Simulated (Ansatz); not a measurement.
Geometry optimisation, RKS PBE/6-31G* in Ansatz.

Input file:

```yaml
crystal:
  periodic: [false, false, false]
  atoms:
    - { symbol: B, position_ang: [-0.634635, -0.056842, -1.263886] }
    - { symbol: H, position_ang: [0.403681, 0.484035, -1.361484] }
    - { symbol: F, position_ang: [-0.746966, -1.347001, -1.579214] }
    - { symbol: F, position_ang: [-1.744692, 0.651701, -1.053545] }
    - { symbol: H, position_ang: [0.542534, -0.074803, 1.27172] }
    - { symbol: "N", position_ang: [-0.294602, -0.61271, 1.507945] }
    - { symbol: H, position_ang: [1.758705, 1.325064, -0.293637] }
    - { symbol: F, position_ang: [2.178618, 1.141267, 0.506051] }
    - { symbol: H, position_ang: [-0.333055, -1.460275, 0.937271] }
    - { symbol: H, position_ang: [-1.129487, -0.050536, 1.328678] }
basis:
  gaussian: { orbitals: "6-31G*" }
hamiltonian:
  xc: pbe
relax:
  f_tol: 0.03
  max_steps: 50
```

Run as:

```bash
$ ansatz run input.yaml --threads 2 --pin off --max-ram 3072MiB --backend cpu --events-out ev --progress --plain --runs-dir out
```

Task: Where does it end, and by what steps?

Result: The forces met the threshold. After 18 steps the energy has fallen by 1.087 eV; N6 moved furthest, 0.74 Å. Joined: B1–N6 (2.85 → 1.68 Å).

```csv
step,energy less start (eV),largest force component (eV/Å),accepted
0,0.0000,1.158,yes
1,0.0424,1.003,no
2,-0.0350,0.343,yes
3,-0.0388,0.211,yes
4,-0.0414,0.198,yes
5,-0.0427,0.264,yes
6,-0.0447,0.324,yes
7,-0.0467,0.202,yes
8,-0.0523,0.204,yes
9,-0.1157,1.098,yes
10,-0.4856,1.773,yes
11,-0.9032,1.356,yes
12,-0.9348,1.636,yes
13,-1.0302,0.433,yes
14,-1.0557,0.241,yes
15,-1.0585,0.384,yes
16,-1.0827,0.100,yes
17,-1.0843,0.146,yes
18,-1.0875,0.029,yes
```

```xyz
10
Properties=species:S:1:pos:R:3
B -0.497 -0.114 -0.844
H 0.660 0.122 -1.256
F -1.040 -1.246 -1.416
F -1.315 0.999 -0.839
H 0.438 0.165 1.155
N -0.290 -0.476 0.779
H 1.451 1.020 -0.325
F 1.758 1.307 0.549
H 0.010 -1.449 0.915
H -1.175 -0.330 1.282
```

Run time: 21 s on 2 threads of Intel(R) Xeon(R) 6975P-C (Granite Rapids), on a shared host, peak memory 0.13 GiB.
